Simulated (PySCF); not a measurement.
# One molecule, several mistakes: B2CH8Si

These are calculations, not measurements. The program is PySCF 2.14.0, an open-source quantum chemistry code, run on an isolated molecule that a program drew, which may never have been made. The molecule is B2CH8Si (charge 0, singlet), drawn as the SMILES string `BB(C)[SiH3]`.

Each row is a Hartree-Fock (HF) and frozen-core CCSD(T) single point in the cc-pV(D+d)Z basis, meant for a local HF minimum. Run 1 is clean. Each other run has one planted mistake out of seven kinds, and not every kind appears here: one electron removed, one electron added, multiplicity raised by two, geometry at a saddle point, minimal basis STO-3G, one bond length entered in bohr, all coordinates scaled. The reference is restricted for singlets and unrestricted otherwise, and also for a bond in bohr. Adding or removing an electron swaps singlet and doublet. Electrons count all cores. HOMO and LUMO are orbital energies over both spins, the gradient is its largest component, and the lowest frequency (negative if imaginary) is given only where the gradient is small. Bond lengths are over the 11 bonds as drawn. T1 is the CCSD diagnostic: over 0.02 (restricted) or 0.045 (unrestricted) a single reference is doubtful.

Geometry of the clean run:
```xyz
12
B2CH8Si, angstrom
B     0.6867    1.0188    1.5254
B    -0.0773   -0.4739    1.4666
C     0.6617   -1.8414    1.1392
Si   -2.0897   -0.5605    1.9009
H     1.2021    1.4298    2.5336
H     0.7044    1.7550    0.5720
H     0.9803   -2.2351    2.1169
H     1.5656   -1.7380    0.5342
H     0.0227   -2.6084    0.6943
H    -2.3689   -1.6678    2.8538
H    -2.6450    0.6894    2.4812
H    -2.8304   -0.8426    0.6413
```

| run | electrons | basis functions | <S^2> | HOMO (eV) | LUMO (eV) | gradient (hartree/bohr) | lowest frequency (cm^-1) | mean bond (Å) | longest bond (Å) | T1 | HF (hartree) | CCSD(T) (hartree) | mistake |
|---|---|---|---|---|---|---|---|---|---|---|---|---|---|
| 1 | 38 | 105 | 0.000 | -10.20 | 2.03 | 9.4e-06 | 61 | 1.4076 | 2.061 | 0.0127 | -380.78664 | -381.28116 | no fault |
| 2 | 38 | 32 | 0.000 | -8.43 | 6.75 | 2.8e-02 | - | 1.4076 | 2.061 | 0.0075 | -376.37408 | -376.59589 | minimal basis STO-3G |
| 3 | 38 | 105 | 0.686 | -9.53 | 1.34 | 1.8e-02 | - | 1.5051 | 2.277 | 0.0551 | -380.67197 | -381.16606 | ? |
| 4 | 38 | 105 | 2.022 | -6.56 | -1.01 | 7.7e-02 | - | 1.4076 | 2.061 | 0.0260 | -380.64686 | -381.13796 | ? |

**Which mistake was planted in run 3, and what did it cost?**

The mean bond changes by a factor of 1.069 and the longest by 1.105, so the molecule wasn't scaled as a whole. A length L in bohr read as angstrom grows by (1/0.5292 - 1) L = 0.890 L. The 11 bonds together grew by 11 x 0.0975 = 1.073 Å, which gives L = 1.205 Å. That is the length of one of the B-H bonds, 1.205 Å in the clean geometry. So the mistake is: one bond length entered in bohr. Subtracting run 1 and multiplying by 627.51 kcal/mol a hartree, the energy moved by 72.0 kcal/mol in HF and 72.2 kcal/mol in CCSD(T).

**Which mistake was planted in run 4, and what did it cost?**

Electrons, basis and geometry are unchanged, and <S^2> is 2.022, beside S(S+1) = 2.00 for a multiplicity of 3. So the mistake is: multiplicity raised by two. Subtracting run 1 and multiplying by 627.51 kcal/mol a hartree, the energy moved by 87.7 kcal/mol in HF and 89.9 kcal/mol in CCSD(T).

Cautions from the logs. Run 3: T1 is over the limit, so its CCSD(T) energy is less reliable.
